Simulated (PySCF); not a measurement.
**How methods differ on the excitation energy of Cr**

Cr [Ar] 3d5 4s1 (7S) → Cr [Ar] 3d5 4p1 (7P), as a difference of total energies. Calculation: PySCF 2.14, in aug-cc-pVQZ-DK (9s8p6d4f3g2h, 140 functions); the spin-free X2C one-electron Hamiltonian (Gaussian nucleus). Correlated levels: valence: [Ar] frozen. The calculations carry no spin-orbit coupling.

| method | excitation energy (eV) |
| --- | --- |
| UHF | 2.680 |
| LDA | 3.325 |
| PBE | 3.209 |
| BP86 | 3.251 |
| PW91 | 3.237 |
| BLYP | 3.211 |
| SCS-MP2 (valence) | 2.762 |

**Question.** Estimate what PBE0 gives.

**Answer.** 3.051 eV, closest to PBE among the rows shown.

**Question.** Estimate what MP2 (valence) gives.

**Answer.** 2.928 eV, closest to SCS-MP2 (valence) among the rows shown.

For comparison: 2.903 eV (measured; NIST levels, between the centres of gravity of the two terms).
